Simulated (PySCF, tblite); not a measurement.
Species: C7H8F4O.
Geometry (GFN2-xTB, Å), atoms numbered from 1 in this order:
```
atom  x, y, z in Å
C1    -1.9157    0.7625    1.2364
C2    -1.3829    0.8104   -0.2019
C3    -0.2422   -0.1446   -0.3571
C4     1.0651    0.1354   -0.1873
C5     2.1908   -0.8422   -0.3305
C6     1.4797    1.5139    0.1320
O7     0.8519    2.4387    0.5227
F8     2.8175    1.6812   -0.0681
C9    -0.6418   -1.5694   -0.6873
F10   -1.9546   -1.7187   -0.8859
F11   -0.3203   -2.4328    0.2948
F12   -0.0461   -2.0260   -1.8033
H13   -2.7696    1.4269    1.3281
H14   -1.1457    1.0874    1.9306
H15   -2.2297   -0.2446    1.4998
H16   -1.0566    1.8251   -0.4223
H17   -2.1847    0.5393   -0.8903
H18    2.7087   -0.6642   -1.2735
H19    2.9127   -0.6947    0.4707
H20    1.8583   -1.8731   -0.3105
```

Computed with PBE0/pcSseg-1 in PySCF (dipole) on a GFN2-xTB geometry, gas phase.

Take the most abundant isotopes and a rigid rotor. The values belong to one conformer with, in the numbering `[CH3:1][CH2:2]/[C:3](=[C:4](/[CH3:5])[C:6](=[O:7])[F:8])[C:9]([F:10])([F:11])[F:12]`, C1–C2–C3–C4 -92°, C3–C4–C6–O7 16°.

Question: Give the principal moments of inertia and the rotational constants in cm⁻¹.

Answer: Ia = 372.88, Ib = 727.52, Ic = 969.72 u·Å²; 505379 MHz·u·Å²/I gives 1355, 694.7 and 521.2 MHz, that is A = 0.04521, B = 0.02317, C = 0.01738 cm⁻¹.

Question: Classify the top.

Answer: An asymmetric top. Ray's parameter κ = (2B − A − C)/(A − C) = -0.584; −1 is the prolate and +1 the oblate limit.

Question: What does the inertial defect say?

Answer: Not planar: Δ = Ic − Ia − Ib = -130.68 u·Å². For a rigid frame Δ = −2 Σ m c², so Σ m c² = 65.34 u·Å² lies off the ab plane: 8.55 from hydrogen and 56.79 from heavier atoms. The atom farthest from that plane is 1.33 Å away.

Question: Where do the levels up to J = 5 lie, in MHz?

Answer: Above 0(0,0):
J = 1: 1(0,1) 1216, 1(1,1) 1876, 1(1,0) 2050
J = 2: 2(0,2) 3618, 2(1,2) 4135, 2(1,1) 4655, 2(2,1) 6637, 2(2,0) 6667
J = 3: 3(0,3) 7151, 3(1,3) 7505, 3(1,2) 8542, 3(2,2) 10285, 3(2,1) 10429, 3(3,1) 14039, 3(3,0) 14042
J = 4: 4(0,4) 11757, 4(1,4) 11970, 4(1,3) 13682, 4(2,3) 15124, 4(2,2) 15526, 4(3,2) 18954, 4(3,1) 18976, 4(4,1) 24140, 4(4,0) 24141
J = 5: 5(0,5) 17398, 5(1,5) 17513, 5(1,4) 20029, 5(2,4) 21137, 5(2,3) 21974, 5(3,3) 25106, 5(3,2) 25193, 5(4,2) 30286, 5(4,1) 30288, 5(5,1) 36951, 5(5,0) 36951
Those of J = 1 are B + C, A + C and A + B.

Question: Predict some low-J microwave lines.

Answer: The dipole components are |μa| = 0.81 D, |μb| = 0.19 D, |μc| = 0.09 D. The squared components, which scale the intensities, stand as 1.00 : 0.06 : 0.01 (a : b : c). Some lines, for components of 0.1 D or more:

```tsv
type	branch	J(Ka,Kc)	MHz	lower level (cm⁻¹)
a	Q	2(1,1) ← 2(1,2)	520	0.138
b	Q	1(1,0) ← 1(0,1)	834	0.041
b	Q	2(1,1) ← 2(0,2)	1038	0.121
a	Q	3(1,2) ← 3(1,3)	1038	0.250
b	Q	3(1,2) ← 3(0,3)	1391	0.239
b	R	1(1,1) ← 0(0,0)	1876	0.000
b	Q	3(2,1) ← 3(1,2)	1886	0.285
b	R	3(1,2) ← 2(2,1)	1905	0.221
b	Q	2(2,0) ← 2(1,1)	2012	0.155
a	R	2(1,2) ← 1(1,1)	2258	0.063
a	R	2(0,2) ← 1(0,1)	2402	0.041
b	Q	2(2,1) ← 2(1,2)	2503	0.138
a	R	2(1,1) ← 1(1,0)	2605	0.068
b	Q	3(2,2) ← 3(1,3)	2780	0.250
b	R	2(1,2) ← 1(0,1)	2919	0.041
b	R	3(0,3) ← 2(1,2)	3016	0.138
a	R	3(1,3) ← 2(1,2)	3370	0.138
a	R	3(0,3) ← 2(0,2)	3533	0.121
b	Q	3(3,0) ← 3(2,1)	3614	0.348
a	R	3(2,2) ← 2(2,1)	3647	0.221
b	Q	3(3,1) ← 3(2,2)	3754	0.343
a	R	3(2,1) ← 2(2,0)	3762	0.222
b	R	2(2,1) ← 1(1,0)	4587	0.068
b	R	2(2,0) ← 1(1,1)	4791	0.063
b	R	3(2,1) ← 2(1,2)	6294	0.138
```

Question: Estimate the classical rotational partition function at 50 K, 100 K and 500 K.

Answer: Point group C1, symmetry number σ = 1; q = (√π/σ)·√((kT/h)³/(ABC)), k/h = 20836.6 MHz/K: 85100 at 50 K, 241000 at 100 K, 2690000 at 500 K.

Its GFN2-xTB frequencies are all real (lowest 26 cm⁻¹). Zero-point vibration and centrifugal distortion are left out. A rigid rotor knows nothing of internal rotation, which can split or shift real lines.

The run took about 2.2 min of CPU time (one thread, shared machine). This is the PBE0/pcSseg-1 job that gave the dipole, with the shieldings it also computed.
